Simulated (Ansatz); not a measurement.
# Molecular dynamics of CH$_{7}$O$_{3}$Sn

Input:

```yaml
crystal:
  periodic: [false, false, false]
  atoms:
    - { symbol: Sn, position_ang: [-1.068275, 0.31929, -0.089685] }
    - { symbol: H, position_ang: [0.98074, 0.055833, 2.423619] }
    - { symbol: O, position_ang: [0.959758, 0.505998, 0.156153] }
    - { symbol: H, position_ang: [1.232823, -0.319918, 0.615868] }
    - { symbol: O, position_ang: [-1.316974, 1.214132, -1.898951] }
    - { symbol: H, position_ang: [-0.62269, 1.893661, -2.014703] }
    - { symbol: C, position_ang: [-1.523032, -1.822097, -0.480028] }
    - { symbol: H, position_ang: [-2.615925, -1.98306, -0.441298] }
    - { symbol: H, position_ang: [-1.123813, -2.043749, -1.488289] }
    - { symbol: H, position_ang: [-1.00859, -2.408112, 0.30439] }
    - { symbol: O, position_ang: [0.793393, -0.901956, 2.49625] }
    - { symbol: H, position_ang: [1.432485, -1.220523, 3.159676] }
magnetization:
  spin_polarized: true
  initial_magnetization: 1
basis:
  gaussian: { orbitals: def2-SVP }
hamiltonian:
  xc: pbe
md:
  timestep: 0.5
  n_steps: 200
  ensemble: nve
  temperature: 300.0
  initial_velocities: maxwell_boltzmann
  seed: 8461
```

Launched with:

```bash
$ ansatz run input.yaml --threads 4 --pin off --max-ram 5120MiB --backend cpu --events-out ev --progress --plain --runs-dir out
```

It starts at the highest image of a converged band. Of that band: The profile has 2 maxima (images 1, 3) with wells between them (image 2): this band takes more than one step, which may be the mechanism or a detour left from its start path. A vibrational analysis at the climbing image gives one clearly imaginary mode, 155i cm⁻¹: a first-order saddle point.

Output, in part (one step line in 3, the closing report, with atoms numbered from 0):

```
md step     0: t =     0.00 fs  T =   300.0 K  F+E_penalty+E_count = -13109.86433778 eV  E_kin = 0.387780 eV  conserved = -13109.47655779 eV  (33 SCF iters)
md step     3: t =     1.50 fs  T =   241.8 K  F+E_penalty+E_count = -13109.78722121 eV  E_kin = 0.312501 eV  conserved = -13109.47471991 eV  (35 SCF iters)
md step     6: t =     3.00 fs  T =   202.0 K  F+E_penalty+E_count = -13109.73562681 eV  E_kin = 0.261134 eV  conserved = -13109.47449323 eV  (35 SCF iters)
md step     9: t =     4.50 fs  T =   211.8 K  F+E_penalty+E_count = -13109.74945930 eV  E_kin = 0.273786 eV  conserved = -13109.47567326 eV  (35 SCF iters)
md step    12: t =     6.00 fs  T =   172.3 K  F+E_penalty+E_count = -13109.69803334 eV  E_kin = 0.222754 eV  conserved = -13109.47527943 eV  (33 SCF iters)
md step    15: t =     7.50 fs  T =   118.4 K  F+E_penalty+E_count = -13109.62755472 eV  E_kin = 0.153093 eV  conserved = -13109.47446173 eV  (35 SCF iters)
md step    18: t =     9.00 fs  T =   121.3 K  F+E_penalty+E_count = -13109.63206000 eV  E_kin = 0.156794 eV  conserved = -13109.47526590 eV  (34 SCF iters)
md step    21: t =    10.50 fs  T =   122.7 K  F+E_penalty+E_count = -13109.63391251 eV  E_kin = 0.158665 eV  conserved = -13109.47524758 eV  (35 SCF iters)
md step    24: t =    12.00 fs  T =   116.2 K  F+E_penalty+E_count = -13109.62511917 eV  E_kin = 0.150188 eV  conserved = -13109.47493125 eV  (33 SCF iters)
md step    27: t =    13.50 fs  T =   121.0 K  F+E_penalty+E_count = -13109.63168598 eV  E_kin = 0.156404 eV  conserved = -13109.47528195 eV  (34 SCF iters)
md step    30: t =    15.00 fs  T =   117.6 K  F+E_penalty+E_count = -13109.62660016 eV  E_kin = 0.152044 eV  conserved = -13109.47455570 eV  (35 SCF iters)
md step    33: t =    16.50 fs  T =   155.1 K  F+E_penalty+E_count = -13109.67581784 eV  E_kin = 0.200527 eV  conserved = -13109.47529089 eV  (35 SCF iters)
md step    36: t =    18.00 fs  T =   173.5 K  F+E_penalty+E_count = -13109.70004597 eV  E_kin = 0.224210 eV  conserved = -13109.47583628 eV  (35 SCF iters)
md step    39: t =    19.50 fs  T =   139.8 K  F+E_penalty+E_count = -13109.65510518 eV  E_kin = 0.180703 eV  conserved = -13109.47440252 eV  (35 SCF iters)
md step    42: t =    21.00 fs  T =   162.1 K  F+E_penalty+E_count = -13109.68475198 eV  E_kin = 0.209560 eV  conserved = -13109.47519191 eV  (35 SCF iters)
md step    45: t =    22.50 fs  T =   176.9 K  F+E_penalty+E_count = -13109.70468910 eV  E_kin = 0.228688 eV  conserved = -13109.47600074 eV  (35 SCF iters)
md step    48: t =    24.00 fs  T =   114.4 K  F+E_penalty+E_count = -13109.62243860 eV  E_kin = 0.147909 eV  conserved = -13109.47452979 eV  (35 SCF iters)
md step    51: t =    25.50 fs  T =    96.4 K  F+E_penalty+E_count = -13109.59894766 eV  E_kin = 0.124636 eV  conserved = -13109.47431170 eV  (35 SCF iters)
md step    54: t =    27.00 fs  T =   140.8 K  F+E_penalty+E_count = -13109.65796327 eV  E_kin = 0.182047 eV  conserved = -13109.47591596 eV  (35 SCF iters)
md step    57: t =    28.50 fs  T =   119.0 K  F+E_penalty+E_count = -13109.62902648 eV  E_kin = 0.153770 eV  conserved = -13109.47525637 eV  (35 SCF iters)
md step    60: t =    30.00 fs  T =    90.0 K  F+E_penalty+E_count = -13109.59056346 eV  E_kin = 0.116348 eV  conserved = -13109.47421552 eV  (34 SCF iters)
md step    63: t =    31.50 fs  T =   132.6 K  F+E_penalty+E_count = -13109.64716131 eV  E_kin = 0.171406 eV  conserved = -13109.47575495 eV  (35 SCF iters)
md step    66: t =    33.00 fs  T =   131.9 K  F+E_penalty+E_count = -13109.64567323 eV  E_kin = 0.170482 eV  conserved = -13109.47519078 eV  (35 SCF iters)
md step    69: t =    34.50 fs  T =   118.3 K  F+E_penalty+E_count = -13109.62744561 eV  E_kin = 0.152867 eV  conserved = -13109.47457909 eV  (35 SCF iters)
md step    72: t =    36.00 fs  T =   143.3 K  F+E_penalty+E_count = -13109.66050656 eV  E_kin = 0.185184 eV  conserved = -13109.47532285 eV  (35 SCF iters)
md step    75: t =    37.50 fs  T =   153.7 K  F+E_penalty+E_count = -13109.67374864 eV  E_kin = 0.198710 eV  conserved = -13109.47503894 eV  (35 SCF iters)
md step    78: t =    39.00 fs  T =   166.6 K  F+E_penalty+E_count = -13109.69042285 eV  E_kin = 0.215332 eV  conserved = -13109.47509103 eV  (35 SCF iters)
md step    81: t =    40.50 fs  T =   179.0 K  F+E_penalty+E_count = -13109.70683981 eV  E_kin = 0.231364 eV  conserved = -13109.47547540 eV  (35 SCF iters)
md step    84: t =    42.00 fs  T =   165.1 K  F+E_penalty+E_count = -13109.68822330 eV  E_kin = 0.213400 eV  conserved = -13109.47482367 eV  (35 SCF iters)
md step    87: t =    43.50 fs  T =   178.2 K  F+E_penalty+E_count = -13109.70525275 eV  E_kin = 0.230404 eV  conserved = -13109.47484922 eV  (35 SCF iters)
md step    90: t =    45.00 fs  T =   210.4 K  F+E_penalty+E_count = -13109.74774637 eV  E_kin = 0.272013 eV  conserved = -13109.47573359 eV  (35 SCF iters)
md step    93: t =    46.50 fs  T =   192.7 K  F+E_penalty+E_count = -13109.72407174 eV  E_kin = 0.249103 eV  conserved = -13109.47496887 eV  (34 SCF iters)
md step    96: t =    48.00 fs  T =   186.9 K  F+E_penalty+E_count = -13109.71618943 eV  E_kin = 0.241561 eV  conserved = -13109.47462844 eV  (34 SCF iters)
md step    99: t =    49.50 fs  T =   216.0 K  F+E_penalty+E_count = -13109.75504197 eV  E_kin = 0.279190 eV  conserved = -13109.47585167 eV  (34 SCF iters)
md step   102: t =    51.00 fs  T =   186.0 K  F+E_penalty+E_count = -13109.71553740 eV  E_kin = 0.240429 eV  conserved = -13109.47510861 eV  (33 SCF iters)
md step   105: t =    52.50 fs  T =   151.9 K  F+E_penalty+E_count = -13109.67090208 eV  E_kin = 0.196290 eV  conserved = -13109.47461207 eV  (33 SCF iters)
md step   108: t =    54.00 fs  T =   157.7 K  F+E_penalty+E_count = -13109.67928776 eV  E_kin = 0.203853 eV  conserved = -13109.47543435 eV  (33 SCF iters)
md step   111: t =    55.50 fs  T =   142.8 K  F+E_penalty+E_count = -13109.65964895 eV  E_kin = 0.184606 eV  conserved = -13109.47504264 eV  (33 SCF iters)
md step   114: t =    57.00 fs  T =   134.3 K  F+E_penalty+E_count = -13109.64841294 eV  E_kin = 0.173641 eV  conserved = -13109.47477167 eV  (33 SCF iters)
md step   117: t =    58.50 fs  T =   152.6 K  F+E_penalty+E_count = -13109.67259935 eV  E_kin = 0.197250 eV  conserved = -13109.47534886 eV  (35 SCF iters)
md step   120: t =    60.00 fs  T =   152.3 K  F+E_penalty+E_count = -13109.67191164 eV  E_kin = 0.196859 eV  conserved = -13109.47505312 eV  (35 SCF iters)
md step   123: t =    61.50 fs  T =   155.7 K  F+E_penalty+E_count = -13109.67608539 eV  E_kin = 0.201221 eV  conserved = -13109.47486420 eV  (34 SCF iters)
md step   126: t =    63.00 fs  T =   176.1 K  F+E_penalty+E_count = -13109.70326155 eV  E_kin = 0.227682 eV  conserved = -13109.47557943 eV  (35 SCF iters)
md step   129: t =    64.50 fs  T =   160.4 K  F+E_penalty+E_count = -13109.68248785 eV  E_kin = 0.207356 eV  conserved = -13109.47513228 eV  (35 SCF iters)
md step   132: t =    66.00 fs  T =   146.2 K  F+E_penalty+E_count = -13109.66365525 eV  E_kin = 0.188981 eV  conserved = -13109.47467464 eV  (35 SCF iters)
md step   135: t =    67.50 fs  T =   166.8 K  F+E_penalty+E_count = -13109.69112415 eV  E_kin = 0.215657 eV  conserved = -13109.47546706 eV  (33 SCF iters)
md step   138: t =    69.00 fs  T =   161.6 K  F+E_penalty+E_count = -13109.68393168 eV  E_kin = 0.208917 eV  conserved = -13109.47501439 eV  (35 SCF iters)
md step   141: t =    70.50 fs  T =   163.0 K  F+E_penalty+E_count = -13109.68534633 eV  E_kin = 0.210733 eV  conserved = -13109.47461348 eV  (35 SCF iters)
md step   144: t =    72.00 fs  T =   205.1 K  F+E_penalty+E_count = -13109.74033869 eV  E_kin = 0.265092 eV  conserved = -13109.47524626 eV  (35 SCF iters)
md step   147: t =    73.50 fs  T =   237.4 K  F+E_penalty+E_count = -13109.78223124 eV  E_kin = 0.306889 eV  conserved = -13109.47534251 eV  (35 SCF iters)
md step   150: t =    75.00 fs  T =   246.2 K  F+E_penalty+E_count = -13109.79340742 eV  E_kin = 0.318255 eV  conserved = -13109.47515241 eV  (34 SCF iters)
md step   153: t =    76.50 fs  T =   250.1 K  F+E_penalty+E_count = -13109.79828785 eV  E_kin = 0.323219 eV  conserved = -13109.47506888 eV  (34 SCF iters)
md step   156: t =    78.00 fs  T =   253.2 K  F+E_penalty+E_count = -13109.80248724 eV  E_kin = 0.327279 eV  conserved = -13109.47520862 eV  (35 SCF iters)
md step   159: t =    79.50 fs  T =   247.2 K  F+E_penalty+E_count = -13109.79467597 eV  E_kin = 0.319586 eV  conserved = -13109.47509001 eV  (35 SCF iters)
md step   162: t =    81.00 fs  T =   238.3 K  F+E_penalty+E_count = -13109.78318372 eV  E_kin = 0.308015 eV  conserved = -13109.47516909 eV  (34 SCF iters)
md step   165: t =    82.50 fs  T =   227.5 K  F+E_penalty+E_count = -13109.76889218 eV  E_kin = 0.294087 eV  conserved = -13109.47480515 eV  (35 SCF iters)
md step   168: t =    84.00 fs  T =   245.2 K  F+E_penalty+E_count = -13109.79207877 eV  E_kin = 0.316990 eV  conserved = -13109.47508907 eV  (35 SCF iters)
md step   171: t =    85.50 fs  T =   258.8 K  F+E_penalty+E_count = -13109.81044458 eV  E_kin = 0.334573 eV  conserved = -13109.47587170 eV  (35 SCF iters)
md step   174: t =    87.00 fs  T =   213.6 K  F+E_penalty+E_count = -13109.75064139 eV  E_kin = 0.276042 eV  conserved = -13109.47459919 eV  (35 SCF iters)
md step   177: t =    88.50 fs  T =   207.2 K  F+E_penalty+E_count = -13109.74253824 eV  E_kin = 0.267812 eV  conserved = -13109.47472648 eV  (35 SCF iters)
md step   180: t =    90.00 fs  T =   233.0 K  F+E_penalty+E_count = -13109.77691863 eV  E_kin = 0.301127 eV  conserved = -13109.47579199 eV  (36 SCF iters)
md step   183: t =    91.50 fs  T =   204.0 K  F+E_penalty+E_count = -13109.73866151 eV  E_kin = 0.263734 eV  conserved = -13109.47492701 eV  (36 SCF iters)
md step   186: t =    93.00 fs  T =   192.2 K  F+E_penalty+E_count = -13109.72275785 eV  E_kin = 0.248413 eV  conserved = -13109.47434502 eV  (35 SCF iters)
md step   189: t =    94.50 fs  T =   244.4 K  F+E_penalty+E_count = -13109.79144755 eV  E_kin = 0.315912 eV  conserved = -13109.47553531 eV  (35 SCF iters)
md step   192: t =    96.00 fs  T =   260.9 K  F+E_penalty+E_count = -13109.81288788 eV  E_kin = 0.337299 eV  conserved = -13109.47558938 eV  (35 SCF iters)
md step   195: t =    97.50 fs  T =   235.9 K  F+E_penalty+E_count = -13109.77949872 eV  E_kin = 0.304901 eV  conserved = -13109.47459817 eV  (35 SCF iters)
md step   198: t =    99.00 fs  T =   250.8 K  F+E_penalty+E_count = -13109.79935055 eV  E_kin = 0.324155 eV  conserved = -13109.47519534 eV  (35 SCF iters)
md step   200: t =   100.00 fs  T =   263.6 K  F+E_penalty+E_count = -13109.81651502 eV  E_kin = 0.340727 eV  conserved = -13109.47578825 eV  (49 SCF iters)
Total energy: -13109.81655616 eV, -481.7768722862 hartree
Atom 0 at    -1.042338     0.319220    -0.053391 Å, force    -0.145332    -0.704393     0.009817 eV/Å
Atom 1 at     1.169210    -0.408862     1.686985 Å, force    -0.470152    -0.368526     0.183121 eV/Å
Atom 2 at     1.020576     0.562691     0.138646 Å, force     0.199265    -0.356279    -0.518519 eV/Å
Atom 3 at     1.446563     0.039544    -0.585586 Å, force    -0.105434     0.322528     0.335496 eV/Å
Atom 4 at    -1.348444     1.207887    -1.867895 Å, force    -0.603715    -0.553668     0.228427 eV/Å
Atom 5 at    -0.565232     1.708243    -2.114314 Å, force     0.674220     0.548716    -0.191988 eV/Å
Atom 6 at    -1.568403    -1.958040    -0.539778 Å, force    -0.831153     1.352462     0.720390 eV/Å
Atom 7 at    -2.689235    -2.003986    -0.567641 Å, force     0.642170    -0.037291    -0.179928 eV/Å
Atom 8 at    -1.042633    -2.128268    -1.472213 Å, force     0.185268    -0.241095    -0.614375 eV/Å
Atom 9 at    -1.147361    -2.428069     0.347980 Å, force     0.247134    -0.375069     0.306884 eV/Å
Atom 10 at     0.649979    -0.892864     2.404114 Å, force     0.255670     0.526023    -0.458017 eV/Å
Atom 11 at     0.400294    -0.121364     2.949071 Å, force    -0.047940    -0.113408     0.178691 eV/Å
Dipole moment:     0.033531     0.010680    -0.114806 e Å
```

The run went to its last step. The conserved energy stayed within 0.21 meV per atom of its start (net change 0.064 meV per atom), so the integration is sound. A run of 0.1 ps of so small a system gives no equilibrium averages.

The same pairs are bonded in the first frame and the last. Pairs count as bonded within 1.25 times the sum of covalent radii (0.12 Å more for H–H).

Last frame:

```xyz
12
Properties=species:S:1:pos:R:3
Sn -1.042 0.319 -0.053
H 1.169 -0.409 1.687
O 1.021 0.563 0.139
H 1.447 0.040 -0.586
O -1.348 1.208 -1.868
H -0.565 1.708 -2.114
C -1.568 -1.958 -0.540
H -2.689 -2.004 -0.568
H -1.043 -2.128 -1.472
H -1.147 -2.428 0.348
O 0.650 -0.893 2.404
H 0.400 -0.121 2.949
```

Run time: 6.3 min on 4 threads of Arm Neoverse V2 (shared host), peak memory 0.2 GiB.
